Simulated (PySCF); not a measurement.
Species: BGeH6NO.
SMILES with atom numbers: `[NH2:1][BH:2][O:3][GeH3:4]` (hydrogens: H5, H6 on N1; H7 on B2; H8, H9, H10 on Ge4)

Computed with PBE0-D3(BJ)/def2-SVP geometry optimisation, gas phase (PySCF).

**Question.** List the bond lengths, angles and torsions at this level.

**Answer.** 
| bond | length (pm) | order |
| --- | --- | --- |
| N1–B2 | 140.7 | single |
| B2–O3 | 136.6 | single |
| O3–Ge4 | 178.4 | single |
| N1–H5, N1–H6 | 101.1 | single |
| B2–H7 | 121.4 | single |
| Ge4–H8, Ge4–H9 | 154.1 | single |
| Ge4–H10 | 153.2 | single |

Bonds in one row agree within 1 pm and their mean is given. Orders are formal, as drawn. A selection of angles:
| angle | degrees |
| --- | --- |
| B2–N1–H5 | 125.3 |
| B2–N1–H6 | 121.3 |
| H5–N1–H6 | 113.4 |
| N1–B2–O3 | 124.1 |
| N1–B2–H7 | 118.3 |
| O3–B2–H7 | 117.7 |
| B2–O3–Ge4 | 129.1 |
| O3–Ge4–H8 | 109.0 |
| O3–Ge4–H10 | 105.4 |
| H8–Ge4–H9 | 110.1 |
| H8–Ge4–H10 | 111.6 |

Dihedral angles: N1–B2–O3–Ge4 0° (synperiplanar).

The 4 heavy atoms lie in one plane (0.001 Å rms). N1 (boron-bound nitrogen) is planar (angles 125.3°, 121.3° and 113.4°, sum 360.0°, 0.00 Å off the plane of its three neighbours). Ge4 (germanium bonded to O and 3 H) is distorted tetrahedral (angles from 105.4° to 111.6°). B2 (three-coordinate boron) is planar (angles 124.1°, 118.3° and 117.7°, sum 360.0°, 0.00 Å off the plane of its three neighbours).

Point group: Cs (tolerance 0.08 Å). No frequency check. The numbers are those of one conformer.
